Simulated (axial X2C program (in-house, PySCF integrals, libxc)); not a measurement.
SrRu: properties at the nuclei

Computed with an in-house all-electron X2C program for linear molecules (integrals from PySCF): two-component X2C with atomic mean-field Coulomb and Gaunt terms, Gaussian nuclei, basis Ru dyall-cv3z, Sr dyall-cv3z with contracted cores.

R = 2.995 Å (near the PBE0 minimum at charge 0 of the determinant lowest at the starting distance; the state shown can have its own minimum elsewhere).

Input and command:
```json
{"zs": [44, 38], "q": 0, "bas": ["dyall-cv3z", "dyall-cv3z"], "r0": 3.1, "levels": ["PBE0", "HF", "r2SCAN", "PBE50", "BP86"], "nst": 3}
```
```bash
python soeom.py task.json out
```

Keys: zs atomic numbers; q charge; bas basis sets; r0 starting distance in Å; levels methods; nst determinants followed.

Determinant lowest in the PBE0 search, Ω = 2 (⟨Sz⟩ = 1.99, ⟨Lz⟩ = 0.01 at PBE0), spin on the atoms Ru 1.69, Sr 0.30:

```json
{"level": "PBE0", "Eeff magnitude (GV/cm)": "0.368", "Ws magnitude Ru (kHz)": "0.583", "Ws magnitude Sr (kHz)": "0.571", "A∥/gI Ru (MHz)": "472", "qzz Ru (a.u.)": "-3.11", "A∥/gI Sr (MHz)": "283", "qzz Sr (a.u.)": "-0.90", "μ (D)": "1.71"}
{"level": "HF", "Eeff magnitude (GV/cm)": "0.159", "Ws magnitude Ru (kHz)": "1.01", "Ws magnitude Sr (kHz)": "0.792", "A∥/gI Ru (MHz)": "281", "qzz Ru (a.u.)": "-2.87", "A∥/gI Sr (MHz)": "151", "qzz Sr (a.u.)": "-1.01", "μ (D)": "1.10"}
{"level": "r2SCAN", "Eeff magnitude (GV/cm)": "0.107", "Ws magnitude Ru (kHz)": "0.787", "Ws magnitude Sr (kHz)": "0.623", "A∥/gI Ru (MHz)": "443", "qzz Ru (a.u.)": "-3.11", "A∥/gI Sr (MHz)": "324", "qzz Sr (a.u.)": "-0.92", "μ (D)": "2.11"}
{"level": "PBE50", "Eeff magnitude (GV/cm)": "0.382", "Ws magnitude Ru (kHz)": "0.657", "Ws magnitude Sr (kHz)": "0.637", "A∥/gI Ru (MHz)": "432", "qzz Ru (a.u.)": "-2.99", "A∥/gI Sr (MHz)": "249", "qzz Sr (a.u.)": "-0.93", "μ (D)": "1.39"}
{"level": "BP86", "Eeff magnitude (GV/cm)": "0.575", "Ws magnitude Ru (kHz)": "0.454", "Ws magnitude Sr (kHz)": "0.506", "A∥/gI Ru (MHz)": "603", "qzz Ru (a.u.)": "-3.49", "A∥/gI Sr (MHz)": "357", "qzz Sr (a.u.)": "-0.88", "μ (D)": "2.23"}
```

Eeff is the effective electric field on the electron electric dipole moment in this Ω state and Ws the scalar–pseudoscalar constant of the nucleus named (defined with the proton number Z and per Ω); A∥ (defined per Ω) follows by multiplying with gI = μI/(I μN); qzz is the electric field gradient, eQq0 = 234.96 MHz × Q/barn × qzz; μ is positive if the Sr end (last atom) is positive. The operators were transformed with the bare-nucleus X2C matrices; with these basis sets, hyperfine constants and field gradients can be off by tens of per cent, and where levels differ in sign neither size nor sign is settled.

**Question.** With Q(101Ru) = 0.457 barn, Q(87Sr) = 0.305 barn (Q from Pyykkö, Mol. Phys. 2018), turn the PBE0 values of the first state into constants in MHz.

**Answer.** eQq0(101Ru) = 234.96 × (0.457) × (-3.11) = -334 MHz; eQq0(87Sr) = 234.96 × (0.305) × (-0.90) = -64.5 MHz.

Each state is one determinant with collinear spin, which with several unpaired electrons need not be a pure state. Unrestricted Hartree–Fock can overshoot spin polarisation at the nuclei. In the state Ω = 2 the sign of Eeff differs between levels (HF, r2SCAN against PBE0). This is the top spin component of a Σ state; components of lower Ω are not single determinants and can lie lower. With several open shells hyperfine constants can be off by a factor of several. Where Eeff spreads by more than a factor of two the levels disagree and none is to be relied on. Open-shell Ω = 0 determinants with evenly filled partner blocks cannot be reached by this program, so the Ω shown need not be the lowest component. At BP86 a later determinant lies lower. States lie within half an eV, so the first need not be the ground state. Further determinants of the search, some of them spin-mixed, are not shown. Where a field gradient or hyperfine factor spreads by more than a factor of two over the levels, a constant derived from it is not to be relied on.
